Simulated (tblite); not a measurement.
C₄H₉PSi₂.
Numbering: `[CH:1]#[C:2][SiH2:3]/[CH:4]=[CH:5]/[SiH2:6][PH2:7]` (hydrogens: H8 on C1; H9, H10 on Si3; H11 on C4; H12 on C5; H13, H14 on Si6; H15, H16 on P7)

Computed with GFN2-xTB (tblite), gas phase: L-BFGS steps from a force-field or distance-geometry start until the largest atomic force falls under 0.01 eV/Å.

Step 37: E = -517.0104 eV
```
atom  x, y, z in Å  |  force x, y, z in eV/Å
C1     -3.2596    0.2348   -2.0556    0.012  -0.003   0.010
C2     -2.9039    0.0796   -0.9173    0.014   0.003  -0.063
Si3    -2.2453   -0.1554    0.7955   -0.068  -0.032  -0.053
C4     -0.3743    0.0258    0.6770    0.009   0.028   0.016
C5      0.2859    0.5555   -0.3494   -0.013  -0.012   0.004
Si6     2.1592    0.7139   -0.4433   -0.030   0.003  -0.029
P7      3.0218   -0.7283    1.0450   -0.056  -0.025  -0.060
H8     -3.5759    0.3688   -3.0513   -0.024  -0.002   0.036
H9     -2.5879   -1.4960    1.2782   -0.013  -0.046  -0.003
H10    -2.8255    0.8739    1.6630    0.002   0.059   0.047
H11     0.2036   -0.3349    1.5236    0.047  -0.020   0.006
H12    -0.2817    0.9118   -1.2014   -0.010   0.005   0.023
H13     2.6163    0.3325   -1.7869    0.049   0.017   0.054
H14     2.5588    2.1002   -0.1508    0.020  -0.004  -0.051
H15     2.8785    0.1134    2.1297    0.005   0.034   0.049
H16     4.3223   -0.3191    0.8327    0.057  -0.005   0.015
```

Step 38: E = -517.0116 eV
```
atom  x, y, z in Å  |  force x, y, z in eV/Å
C1     -3.2734    0.2350   -2.0544    0.015  -0.004   0.021
C2     -2.9092    0.0787   -0.9188    0.013   0.003  -0.065
Si3    -2.2425   -0.1584    0.7912   -0.064  -0.021  -0.053
C4     -0.3703    0.0216    0.6691   -0.026   0.023   0.015
C5      0.2900    0.5610   -0.3528   -0.019  -0.021   0.030
Si6     2.1641    0.7163   -0.4429   -0.041  -0.010  -0.011
P7      3.0141   -0.7219    1.0569   -0.042  -0.014  -0.055
H8     -3.5969    0.3701   -3.0479   -0.020  -0.003   0.042
H9     -2.5824   -1.5006    1.2750   -0.012  -0.024  -0.010
H10    -2.8184    0.8728    1.6622    0.012   0.035   0.029
H11     0.2019   -0.3520    1.5156    0.063   0.009  -0.047
H12    -0.2757    0.9283   -1.2027   -0.005  -0.012   0.059
H13     2.6232    0.3214   -1.7813    0.055   0.023   0.045
H14     2.5654    2.1031   -0.1555    0.023  -0.004  -0.056
H15     2.8832    0.1300    2.1357    0.002   0.030   0.041
H16     4.3193   -0.3291    0.8392    0.046  -0.009   0.015
```

Step 39: E = -517.0128 eV
```
atom  x, y, z in Å  |  force x, y, z in eV/Å
C1     -3.2820    0.2350   -2.0539    0.010  -0.002   0.014
C2     -2.9109    0.0780   -0.9209    0.014  -0.001  -0.040
Si3    -2.2418   -0.1609    0.7876   -0.041  -0.003  -0.024
C4     -0.3679    0.0190    0.6646   -0.060   0.009   0.018
C5      0.2923    0.5645   -0.3546   -0.023  -0.024   0.049
Si6     2.1664    0.7194   -0.4434   -0.040  -0.018   0.013
P7      3.0075   -0.7168    1.0632   -0.009   0.007  -0.025
H8     -3.6122    0.3710   -3.0446   -0.021  -0.001   0.025
H9     -2.5794   -1.5050    1.2718   -0.011   0.002  -0.018
H10    -2.8122    0.8737    1.6625    0.022  -0.001   0.002
H11     0.2004   -0.3641    1.5110    0.071   0.035  -0.087
H12    -0.2727    0.9390   -1.2023   -0.005  -0.022   0.076
H13     2.6300    0.3139   -1.7760    0.057   0.024   0.025
H14     2.5695    2.1066   -0.1621    0.023  -0.003  -0.056
H15     2.8872    0.1402    2.1411   -0.002   0.014   0.015
H16     4.3181   -0.3372    0.8447    0.016  -0.016   0.012
```

Step 40: E = -517.0140 eV
```
atom  x, y, z in Å  |  force x, y, z in eV/Å
C1     -3.2881    0.2350   -2.0539   -0.001   0.001  -0.003
C2     -2.9108    0.0774   -0.9234    0.015  -0.005  -0.002
Si3    -2.2425   -0.1631    0.7845   -0.009   0.014   0.018
C4     -0.3673    0.0173    0.6621   -0.071  -0.009   0.019
C5      0.2933    0.5665   -0.3550   -0.027  -0.019   0.056
Si6     2.1671    0.7222   -0.4441   -0.027  -0.018   0.033
P7      3.0021   -0.7125    1.0668    0.029   0.031   0.019
H8     -3.6245    0.3716   -3.0415   -0.024   0.003  -0.004
H9     -2.5777   -1.5089    1.2688   -0.013   0.024  -0.024
H10    -2.8064    0.8752    1.6632    0.026  -0.034  -0.024
H11     0.2004   -0.3727    1.5066    0.067   0.048  -0.101
H12    -0.2713    0.9465   -1.2004   -0.011  -0.022   0.073
H13     2.6371    0.3088   -1.7711    0.053   0.023   0.007
H14     2.5727    2.1101   -0.1696    0.018  -0.005  -0.054
H15     2.8905    0.1474    2.1460   -0.007  -0.009  -0.020
H16     4.3179   -0.3444    0.8496   -0.020  -0.022   0.007
```

Question: Estimate the geometry and energy of step 41. (The exact step hangs on the optimiser's Hessian estimate; all steps are aligned on step 40, rigid shifts and turns removed.)

Answer: E = -517.0154 eV, largest force 0.117 eV/Å
```
atom  x, y, z in Å  |  force x, y, z in eV/Å
C1     -3.2972    0.2350   -2.0536   -0.010   0.003  -0.015
C2     -2.9120    0.0766   -0.9263    0.014  -0.009   0.029
Si3    -2.2434   -0.1657    0.7805    0.023   0.024   0.055
C4     -0.3675    0.0147    0.6581   -0.055  -0.026   0.017
C5      0.2945    0.5693   -0.3550   -0.030  -0.006   0.047
Si6     2.1682    0.7244   -0.4439   -0.007  -0.014   0.044
P7      2.9957   -0.7068    1.0736    0.060   0.051   0.065
H8     -3.6418    0.3726   -3.0376   -0.025   0.006  -0.031
H9     -2.5749   -1.5132    1.2647   -0.017   0.039  -0.029
H10    -2.7991    0.8756    1.6633    0.024  -0.058  -0.043
H11     0.2026   -0.3836    1.4972    0.053   0.051  -0.091
H12    -0.2688    0.9572   -1.1970   -0.022  -0.017   0.058
H13     2.6464    0.3021   -1.7648    0.044   0.022  -0.004
H14     2.5783    2.1131   -0.1785    0.010  -0.010  -0.050
H15     2.8944    0.1589    2.1520   -0.009  -0.033  -0.054
H16     4.3171   -0.3536    0.8559   -0.053  -0.024   0.003
```

The energy changes by -0.0014 eV. The first-order estimate −F·Δx gives -0.0019 eV and the mean of the old and new forces, exact on a quadratic surface, -0.0014 eV. The step makes an angle of 78° with the force vector and moves no atom by more than 0.018 Å.

What follows is the cost of the whole relaxation. The run took 1.0 s on Arm Neoverse V2, one thread, on a shared host.
